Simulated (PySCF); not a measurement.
PbN⁺: one state, many levels of theory

State: ³Σ⁻ (triplet), unpaired electrons π ↑↑. Set-up: Pb cc-pVDZ-PP with ECP60, N cc-pVDZ; scalar-relativistic core potentials (PySCF 2.14). De refers to Pb⁺ + N in their high-spin ground configurations, without counterpoise correction. The functionals are run spin-unrestricted. A positive dipole points towards N; it is taken about the centre of mass and depends on that origin.

| Level | Re (Å) | ωe (cm⁻¹) | De (eV) | μ (D) | CPU s a point (SCF and correlation, without the integrals) |
| --- | --- | --- | --- | --- | --- |
| ROHF | 2.219 | 522 | n/a | -2.51 | 0.048 |
| ROHF-MP2 | 2.240 | 495 | n/a | n/a | 0.085 |
| ROHF-SCS-MP2 | 2.252 | 478 | n/a | n/a | n/a |
| ROHF-CCSD | 2.279 | 432 | n/a | n/a | n/a |
| ROHF-CCSD(T) | 2.293 | 414 | n/a | n/a | 2.3 |
| PBE | 2.270 | 475 | n/a | -1.57 | 0.42 |
| r²SCAN | 2.256 | 476 | n/a | -1.79 | 0.61 |
| TPSSh | 2.252 | 491 | n/a | -1.87 | 0.69 |
| r²SCANh | 2.249 | 478 | n/a | -1.88 | 0.63 |
| PBE0 | 2.241 | 492 | n/a | -1.92 | 0.63 |
| M06 | 2.249 | 486 | n/a | -2.16 | 0.63 |
| LC-ωPBE | 2.205 | 526 | n/a | -2.10 | 0.58 |

The bond length runs from 2.205 Å (LC-ωPBE) to 2.293 Å (ROHF-CCSD(T)).

Correlated steps freeze 5 core orbitals. These are scalar-relativistic numbers at best; spin–orbit coupling would shift them, the dissociation energy most. The state is the lowest determinant that a PBE0 search found; another state may lie lower at other levels.

The whole job (state search and all levels along the bond) took about 1.7 min on 1 thread of Arm Neoverse V1 (shared host), peak memory 0.44 GiB.
